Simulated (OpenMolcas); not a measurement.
GeH⁺ at 1.588 Å: OpenMolcas input and output

Input (each module block was a call of its own in one work directory; start orbitals came from a preliminary run):

```
&GATEWAY
Coord
2
angstrom
Ge 0.0 0.0 0.0
H 0.0 0.0 1.5880
Basis=ANO-RCC-VTZP
Group=XY
RX2C
AMFI
ANGMom
0.0 0.0 0.0
RICD
&SEWARD
&GUESSORB
* RASSCF and CASPT2 blocks for each multiplicity and irrep, as for the first:
&RASSCF
FileOrb=$CurrDir/o11.orb
Symmetry=1
Spin=1
nActEl=4 0 0
Inactive=8 6
RAS2=3 2
CIRoot=1 1 1
Linear
Iterations=120 100
OrbListing=Nothing
PRWF=0.15
>>COPY $Project.RasOrb $CurrDir/o11.orb
>>COPY $Project.rasscf.h5 $CurrDir/r11.h5
&CASPT2
XMultistate=all
Imaginary=0.2
IPEA=0.25
MaxIter=40
>>COPY $Project.JobMix JOB001
&RASSI
Nr of JobIphs=3 1 2 2
1
1 2
1 2
SpinOrbit
EJob
Omega
MEES
MESO
Properties=4
'AngMom' 3 'Mltpl  1' 1 'Mltpl  1' 2 'Mltpl  1' 3
Thrs=1.0d-4
>>COPY $Project.rassi.h5 $CurrDir/so.h5
```

```bash
pymolcas m.inp
```

C2 symmetry about the axis (a holds Σ, Δ, Γ; b holds Π, Φ, H; Σ⁺ and Σ⁻ are not told apart); roots by multiplicity and irrep: 1a 1, 3b 2, 1b 2.

RASSI part of the output, in excerpt:

```
SPIN-FREE ENERGIES:
  (Shifted by EMIN (a.u.) =      -2097.4474203896)
 SF State       Relative EMIN(au)   Rel lowest level(eV)    D:o, cm**(-1)      Abs_M
     1             0.0000000000        0.0000000000              0.0000         0.0
     2             0.0884166395        2.4059393270          19405.2094         1.0
     3             0.0884166780        2.4059403751          19405.2178         1.0
     4             0.1246316485        3.3913999255          27353.4851         1.0
     5             0.1246317075        3.3914015325          27353.4981         1.0
++ Dipole transition strengths (spin-free states):
     for osc. strength at least  1.00000000E-05
      From   To        Osc. strength     Einstein coefficients Ax, Ay, Az (sec-1)    Total A (sec-1)
         1    4       7.63871538E-03  1.62263739E+04  3.79608083E+06  0.00000000E+00  3.81230721E+06
         1    5       7.63871937E-03  3.79608642E+06  1.62263981E+04  0.00000000E+00  3.81231281E+06
 Electric-quadrupole - electric-quadrupole not included
 Electric-dipole - electric-octupole not included
 Electric-dipole - magnetic-quadrupole not included
   Eigenvalues of complex Hamiltonian:
  (Shifted by EMIN (a.u.) =      -2097.4474203896)
 SO State       Relative EMIN(au)   Rel lowest level(eV)    D:o, cm**(-1)      Omega
     1            -0.0001059152        0.0000000000              0.0000         0.0
     2             0.0860867559        2.3454220656          18917.1047         0.0
     3             0.0861926711        2.3483041653          18940.3504         0.0
     4             0.0882798449        2.4050990580          19398.4321         1.0
     5             0.0882798835        2.4051001084          19398.4406         1.0
     6             0.0907465615        2.4722218359          19939.8138         2.0
     7             0.0907465615        2.4722218359          19939.8138         2.0
     8             0.1247684430        3.3980043940          27406.7537         1.0
     9             0.1247685020        3.3980059985          27406.7667         1.0
 Weights of the five most important spin-orbit-free states for each spin-orbit state.
 SO State  Total energy (au)           Spin-free states, spin, and weights
    1        -0.000106       1 0.0  0.9988    2 1.0  0.0006    3 1.0  0.0006    5 0.0  0.0000    4 0.0  0.0000
    2         0.086087       2 1.0  0.5000    3 1.0  0.5000    1 0.0  0.0000    5 0.0  0.0000    4 0.0  0.0000
    3         0.086193       2 1.0  0.4994    3 1.0  0.4994    1 0.0  0.0012    5 0.0  0.0000    4 0.0  0.0000
    4         0.088280       2 1.0  0.9963    4 0.0  0.0037    5 0.0  0.0000    3 1.0  0.0000    1 0.0  0.0000
    5         0.088280       3 1.0  0.9963    5 0.0  0.0037    4 0.0  0.0000    2 1.0  0.0000    1 0.0  0.0000
    6         0.090747       3 1.0  0.5000    2 1.0  0.5000    1 0.0  0.0000    5 0.0  0.0000    4 0.0  0.0000
    7         0.090747       3 1.0  0.5000    2 1.0  0.5000    1 0.0  0.0000    5 0.0  0.0000    4 0.0  0.0000
    8         0.124768       4 0.0  0.9963    2 1.0  0.0037    3 1.0  0.0000    5 0.0  0.0000    1 0.0  0.0000
    9         0.124769       5 0.0  0.9963    3 1.0  0.0037    2 1.0  0.0000    4 0.0  0.0000    1 0.0  0.0000
++ Dipole transition strengths (SO states):
        for osc. strength at least   1.00000000E-05
      From   To        Osc. strength     Einstein coefficients Ax, Ay, Az (sec-1)    Total A (sec-1)
         1    4       2.02839474E-05  1.23823923E+01  5.07890909E+03  0.00000000E+00  5.09129148E+03
         1    5       2.02839348E-05  5.07891019E+03  1.23825812E+01  0.00000000E+00  5.09129277E+03
         1    8       7.61553996E-03  1.61005252E+04  3.79945803E+06  0.00000000E+00  3.81555855E+06
         1    9       7.61554397E-03  3.79946362E+06  1.61005496E+04  0.00000000E+00  3.81556417E+06
 Electric-quadrupole - electric-quadrupole not included
 Electric-dipole - electric-octupole not included
 Electric-dipole - magnetic-quadrupole not included
```

Only roots inside an energy window near the equilibrium distance were included, so the list of states is not complete; labels number the states computed. Each spin and symmetry block has orbitals of its own, averaged over its own roots, so gaps between blocks are less sure than gaps within one and near the minimum can be off by tenths of an eV, in bad cases by more. No Rydberg orbitals are active, so Rydberg states, and σ→σ* states whose orbital the CASSCF left unused, can be missing between those listed. No roots were computed in block 3a (none fell in the window or the block failed), so states of that kind are missing and can lie low or lowest.
